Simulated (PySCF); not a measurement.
C3H8Si. Atoms are numbered in the order given.

```xyz
12

Si     0.4798    -0.4210     0.4387
C      1.9341     0.2530    -0.5569
C     -1.1484    -0.0898    -0.4312
C     -2.1336     0.6606     0.0811
H      0.6625    -1.8941     0.6251
H      0.4254     0.2240     1.7856
H      1.8431     1.3425    -0.6918
H      2.8899     0.0465    -0.0490
H      1.9734    -0.2120    -1.5553
H     -1.3049    -0.5281    -1.4273
H     -3.0712     0.8434    -0.4568
H     -2.0483     1.1283     1.0690
```

The structure is a stationary point at B3LYP-D3(BJ)/def2-SVP. The values are those of a single conformer.

All values below come from PySCF with PBE/pcSseg-1.

GIAO shieldings, no solvent; atoms listed in one row are averaged. δ = σ(ref) − σ: ²⁹Si against TMS (σ = 335.4 ppm); ¹³C against TMS (σ = 182.0 ppm); ¹H against TMS (σ = 31.49 ppm), references at their B3LYP-D3(BJ)/def2-TZVP geometries, non-relativistic.

| nucleus | atoms | count | δ (ppm) |
|---|---|---|---|
| ²⁹Si | Si1 | 1 | -37.1 |
| ¹³C | C4 | 1 | 144.5 |
| ¹³C | C3 | 1 | 144.4 |
| ¹³C | C2 | 1 | -3.2 |
| ¹H | H10 | 1 | 6.69 |
| ¹H | H11, H12 | 2 | 6.55 |
| ¹H | H5 | 1 | 4.84 |
| ¹H | H6 | 1 | 4.52 |
| ¹H | H7, H8, H9 | 3 | 0.56 |
